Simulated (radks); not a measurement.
Task: The cobalt ion Co4+, [Ar] 3d5. Calculated with a radial shooting solver on a logarithmic mesh with Libxc functionals: non-relativistic Kohn-Sham, exchange-only PBE, spin-polarised, spherical densities, point nucleus. Every spin shell is full or empty, so the densities are truly spherical. Functionals are evaluated on that one density, not self-consistently. Rank these orbital-free kinetic functionals by their error against the exact value of the orbitals, and give that value: Thomas-Fermi, von Weizsacker, TF + vW/9, TF + vW/5, revAPBEK, Thakkar, Pearson, LKT.

Result: Exact: 1377.33 hartree. From best to worst, with 100 (|E| - |E exact|)/|E exact| (equal figures are ties): revAPBEK +0.36, Thakkar -0.40, TF + vW/9 -0.74, Pearson -1.29, TF + vW/5 +3.84, Thomas-Fermi -6.48, LKT +24.85, von Weizsacker -48.38.
